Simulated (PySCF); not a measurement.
TiF⁺: from constants to spectrum

UHF-CCSD(T) constants of TiF⁺, ³Σ⁻ (triplet), unpaired electrons δ ↑↑ (basis Ti def2-TZVPPD, F def2-TZVPPD; no relativity; PySCF 2.14; masses 47.9479 and 18.9984 u):

- ωe: 804.9 cm⁻¹
- ωexe: 3.33 cm⁻¹
- Be: 0.41259 cm⁻¹
- αe: 0.00243 cm⁻¹
- D (centrifugal): 4.34e-07 cm⁻¹
- De to Ti⁺ (3d2 4s1) + F: 5.47 eV

Problem. Give the vibrational terms G(v) and spacings up to v = 6.

Solution. G(v) = ωe(v+½) − ωexe(v+½)².

| v | G(v) (cm⁻¹) | G(v) − G(v−1) | Bv (cm⁻¹) |
| --- | --- | --- | --- |
| 0 | 401.6 |  | 0.4114 |
| 1 | 1199.9 | 798.2 | 0.4089 |
| 2 | 1991.4 | 791.6 | 0.4065 |
| 3 | 2776.4 | 784.9 | 0.4041 |
| 4 | 3554.6 | 778.3 | 0.4017 |
| 5 | 4326.2 | 771.6 | 0.3992 |
| 6 | 5091.2 | 764.9 | 0.3968 |

Problem. How well does the Morse estimate ωe²/(4ωexe) reproduce De, and what is D0?

Solution. It gives 6.03 eV, 110 % of the computed De. D0 = De − G(0) = 5.47 − 0.05 = 5.42 eV.

Correlated steps freeze 6 core orbitals. For an ion De counts to the pair picked by the measured ionisation energies or electron affinities, which need not be the lowest pair at this level. The state is the lowest single determinant that the PBE0 search found; with open d or f shells the true ground state can be another one.
